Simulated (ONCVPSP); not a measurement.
# Configuration tests for titanium (Ti) (ONCV)

ONCVPSP 4.0.1 input, shortened (lines: element, Z, core and valence counts, functional; n l f; lmax; l rc ep ncon nbas qcut; lloc lpopt rc5 dvloc0; l nproj debl; icmod fcfact rcfact), PBE, scalar-relativistic:

```
  Ti 22.00    3    4        4      upf
    1    0    2.00
    2    0    2.00
    2    1    6.00
    3    0    2.00
    3    1    6.00
    3    2    2.00
    4    0    2.00
    2
    0    1.80    0.00    3    6    6.50
    1    1.55    0.00    4    8    7.30
    2    1.70    0.00    4    8    9.90
    4    4    1.45    0.00
    0    2    1.30
    1    2    1.50
    2    3    0.80
    0    0.00    0.00
```

Energies are relative to the spin-unpolarised reference configuration 3s2 3p6 3d2 4s2; without spin polarisation the order of configurations can differ from experiment.

| valence configuration | charge | ΔE all-electron (eV) | error AE − PS (meV) |
| --- | --- | --- | --- |
| 3s2 3p6 3d2 4s1 | +1 | 7.347 | -0.2 |
| 3s2 3p6 3d2 4s0 | +2 | 20.919 | -0.8 |
| 3s2 3p6 3d1 4s2 4p1 | 0 | 4.672 | +35 |

(1) What are ΔE and the potential's error for 3s2 3p6 3d1 4s0?

Levels in the configuration 3s2 3p6 3d2 4s1:

```csv
level,all-electron (eV),pseudo (eV)
3s,-69.918,-69.929
3p,-46.152,-46.160
3d,-11.368,-11.373
4s,-10.351,-10.350
```

## Answers

(1) ΔE = 47.867 eV all-electron; the error (AE − PS) is +30 meV.
